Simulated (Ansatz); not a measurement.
Program: Ansatz. Geometries: PBE0-D4/def2-TZVP. ΔE: electronic, gas phase. CCSD(T)/CBS adds triple-zeta CCSD(T) − MP2 to the extrapolated MP2 energy (def2 sets, frozen cores). This one scheme is used for every species. DFT in def2-TZVPP. HSE06 is defined as in plane-wave codes. Each species was taken in one conformer, which may not be the lowest.

Reaction (ligand exchange at the Si–O bond): `O[SiH2]B(F)F` + NH₃ → `N[SiH2]B(F)F` + H₂O

| level | ΔE (kJ/mol) | difference from CCSD(T)/CBS |
| --- | --- | --- |
| PBE-D4 | 39.1 | -0.8 |
| revPBE-D4 | 38.0 | -1.9 |
| B97M-V | 46.5 | 6.6 |
| r2SCAN0-D4 | 42.2 | 2.3 |
| HSE06-D4 | 38.7 | -1.2 |
| ωB97X-V | 42.4 | 2.5 |
| PBE-QIDH | 40.6 | 0.7 |
| revPBE | 41.2 | 1.3 |
| r2SCAN | 43.9 | 4.0 |
| PBE0 | 39.9 | 0.0 |
| CCSD/def2-SVP | 41.1 | 1.2 |
| HF/def2-TZVPP | 48.5 | 8.6 |
| CCSD/def2-TZVPP | 42.5 | 2.6 |
| HF/def2-QZVPP | 48.5 | 8.6 |
| HF/CBS(def2) | 48.5 | 8.6 |
| MP2/CBS(def2) | 39.7 | -0.2 |
| CCSD(T)/CBS | 39.9 | 0 |

Largest T1 diagnostic among the species: 0.013.

In def2-TZVPP, CCSD(T) changes the Hartree–Fock value by −6.5 kJ/mol (the triples alone add −0.6 kJ/mol) and MP2 by −6.8 kJ/mol. Leaving LDA and LC-ωPBE aside and taking each functional with its dispersion term where it has one, the values spread over 8.5 kJ/mol, from revPBE-D4 to B97M-V.
